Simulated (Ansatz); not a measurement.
`[F][InH][CH2]I` + `CC(C)N` → `CC(C)[NH][InH][F]` + `CI`  (ligand exchange at the In–C bond)

Computed with Ansatz on PBE0-D4/def2-TZVP structures; ΔE is electronic, products minus reactants. CBS: MP2 limit from def2 TZ/QZ plus the TZ coupled-cluster correction, frozen cores. Functionals use def2-TZVPP. B3LYP here is the variant with VWN-RPA as its local correlation; programs differ in this. def2 core potentials past Kr. For I, In outer-core shells are correlated without core-valence functions, which leaves a few kJ/mol of doubt a bond. Each species was taken in one conformer, which may not be the lowest.

| level | ΔE (eV) |
| --- | --- |
| B3LYP-D4 | -0.34 |
| ωB97X-V | -0.33 |
| ωB97M-V | -0.30 |
| r2SCAN | -0.31 |
| CCSD/def2-TZVPP | -0.31 |
| CCSD(T)/def2-TZVPP | -0.32 |
| HF/def2-QZVPP | -0.29 |
| SCS-MP2/def2-QZVPP | -0.33 |

**Question.** What does CCSD(T)/CBS give? (Estimate.)

**Answer.** Ansatz gave: -0.32 eV. The listed levels differ from it by -0.02, -0.01, 0.02, 0.01, 0.01, 0.00, 0.03, -0.01 eV.

Largest T1 diagnostic among the species: 0.015.

The D4 term adds −0.04 eV with B3LYP and −0.02 eV with PBE0; it sums over pairs of atoms, weighted by their polarisabilities, and B3LYP, whose exchange is more repulsive, gets the larger term.
